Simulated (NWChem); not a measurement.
System: C3H7FSi; SMILES C=C[Si@H](F)C

All runs: NWChem. Pople sets run with spherical d functions. Each level has its own optimisation. Brackets give each atom's bonded neighbours. One conformer.

```
level               r C–C (Å)  r C–H [C(CHH)–H(C)] (Å)  r C–Si [C(CHSi)–Si(CCFH)] (Å)  r C–H [C(CHSi)–H(C)] (Å)  dipole (D)
------------------  ---------  -----------------------  -----------------------------  ------------------------  ----------
B3LYP/3-21G             1.336                    1.087                          1.882                     1.090        1.80
B3LYP/6-31G*            1.340                    1.089                          1.864                     1.093        1.68
Hartree-Fock/3-21G      1.322                    1.075                          1.880                     1.078        2.06
PBE0/def2-SVP           1.338                    1.096                          1.861                     1.099        1.77
```
